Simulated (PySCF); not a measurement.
## Nuclear quadrupole coupling in `C=CO[SiH2]SC=C`

Compound: C₄H₈OSSi.
Geometry (GFN2-xTB, Å), atoms numbered from 1 in this order:
```xyz
15
C4H8OSSi angstrom
C      3.181   -0.883   -0.146
C      2.593   -0.129   -1.054
O      1.301    0.241   -1.059
Si     0.086   -0.108   -0.050
S     -1.464    0.998   -1.019
C     -2.894    0.693   -0.058
C     -3.009   -0.047    1.031
H      4.222   -1.129   -0.226
H      2.638   -1.273    0.697
H      3.124    0.272   -1.909
H      0.325    0.404    1.297
H     -0.220   -1.536   -0.041
H     -3.743    1.212   -0.477
H     -3.963   -0.144    1.521
H     -2.183   -0.574    1.471
```

Field gradients from the PBE0/pcSseg-1 density (PySCF, non-relativistic), principal values in atomic units, ordered |Vxx| ≤ |Vyy| ≤ |Vzz|:

| atom | Vxx | Vyy | Vzz |
| --- | --- | --- | --- |
| O3 | -0.7210 | -0.8826 | 1.6037 |
| S5 | -0.0202 | -1.9394 | 1.9596 |

Find the asymmetry η = (Vxx − Vyy)/Vzz and the couplings χ = eQV/h (234.96 MHz × Q in barn × V in au), with Q(17O) = −0.0256 b, Q(33S) = −0.0678 b.

```json
{"atom": "O3", "environment": "silyl ether oxygen", "nucleus": "17O", "η": "0.10", "χzz (MHz)": "-9.65", "χxx (MHz)": "4.34", "χyy (MHz)": "5.31"}
{"atom": "S5", "environment": "sulfur bonded to C and Si", "nucleus": "33S", "η": "0.98", "χzz (MHz)": "-31.22", "χxx (MHz)": "0.32", "χyy (MHz)": "30.90"}
```

At S5 η is above 0.9: Vyy and Vzz are nearly equal in size and opposite in sign, so a small change could swap them and flip the sign of χzz. The tensor is traceless: Vxx + Vyy + Vzz = 0.

What is Vzz at O3 in SI units (1 au = 9.71736 × 10²¹ V/m²)?

1.6037 au = 15.583 × 10²¹ V/m².

And the gradient at the other heavy atoms, for which no coupling is worked out here?

```csv
atom,environment,Vzz (au),η
C1,terminal =CH2 carbon,0.159,0.64
C2,vinylic carbon bearing oxygen,-0.424,0.17
Si4,oxygen-bound silicon,-0.533,0.69
C6,alkene CH carbon,-0.327,0.27
C7,terminal =CH2 carbon,0.212,0.42
```

What couplings would deuterons (Q(2H) = 0.00286 b) have in place of the hydrogens, at this geometry?

```csv
atom,bonded to,bond length (Å),Vzz (au),η,χzz (kHz)
H8,C1,1.073,0.3471,0.08,233
H9,C1,1.075,0.3432,0.10,231
H10,C2,1.083,0.3146,0.09,211
H11,Si4,1.460,0.1597,0.03,107
H12,Si4,1.460,0.1597,0.03,107
H13,C6,1.080,0.3265,0.08,219
H14,C7,1.076,0.3395,0.07,228
H15,C7,1.075,0.3427,0.10,230
```

One conformer (not necessarily the lowest) at the GFN2-xTB geometry, without solvent, vibrations or thermal averaging. GFN2-xTB bond lengths can be off by several hundredths of an ångström, more for odd bonds, and the gradients follow them. A larger basis could move these couplings by a tenth or more.
